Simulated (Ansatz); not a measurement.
One change: `[NH2][Al]([OH])[F]` becomes `C[BH][Al]([OH])[F]`.

Ansatz, PBE0-D4/def2-TZVP geometries, multiplicity 1. Each molecule was computed in one conformer, which needn't be the lowest.

```
                                          property  `[NH2][Al]([OH])[F]`
             HOMO–LUMO gap (B3LYP/def2-TZVPP) / eV                  6.69
size of the dipole moment (ωB97M-V/def2-TZVPP) / D                  3.32
           HOMO–LUMO gap (ωB97M-V/def2-TZVPP) / eV                 11.23
  size of the dipole moment (B3LYP/def2-TZVPP) / D                  3.34
               HOMO energy (B3LYP/def2-TZVPP) / eV                 -7.46
                 HOMO energy (PBE/def2-TZVPP) / eV                 -6.24
```

Question: What does the change do to each property? (Best estimate.)

Answer: Computed: 
| property | `C[BH][Al]([OH])[F]` | shift |
| --- | --- | --- |
| HOMO–LUMO gap (B3LYP/def2-TZVPP) / eV | 4.99 | -1.70 |
| size of the dipole moment (ωB97M-V/def2-TZVPP) / D | 1.37 | -1.95 |
| HOMO–LUMO gap (ωB97M-V/def2-TZVPP) / eV | 9.44 | -1.79 |
| size of the dipole moment (B3LYP/def2-TZVPP) / D | 1.42 | -1.92 |
| HOMO energy (B3LYP/def2-TZVPP) / eV | -7.53 | -0.07 |
| HOMO energy (PBE/def2-TZVPP) / eV | -6.50 | -0.26 |

Dipoles are sizes alone; their direction can turn.

B3LYP here is the variant with VWN-RPA as its local correlation; programs differ in this.
